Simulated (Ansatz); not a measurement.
ClH$_{3}$SbSi, SMILES `[SiH3][Sb][Cl]` radical at its PBE0-D4/def2-TZVP geometry, where that method's forces vanish. Total charge 0; spin multiplicity 2. Sb takes the def2 core potential.

```xyz
6

Si   -0.6607   -0.3164    0.0639
Sb    0.7764    1.8108    0.2933
Cl    2.7114    0.6684   -0.4237
H    -0.6378   -0.7884   -1.3448
H    -0.1289   -1.3797    0.9550
H    -2.0604    0.0053    0.4562
```

Problem. What forces (eV/Å) does ωB97M-V/def2-TZVPP give on these atoms in Ansatz 0.2.0? (Best estimate.)

Solution. Computed: 
```
Si1 -0.015 -0.050 -0.010
Sb2 -0.083 -0.090 -0.005
Cl3 -0.007 -0.017 -0.003
H4   0.000  0.062  0.170
H5  -0.061  0.133 -0.106
H6   0.166 -0.037 -0.046
```
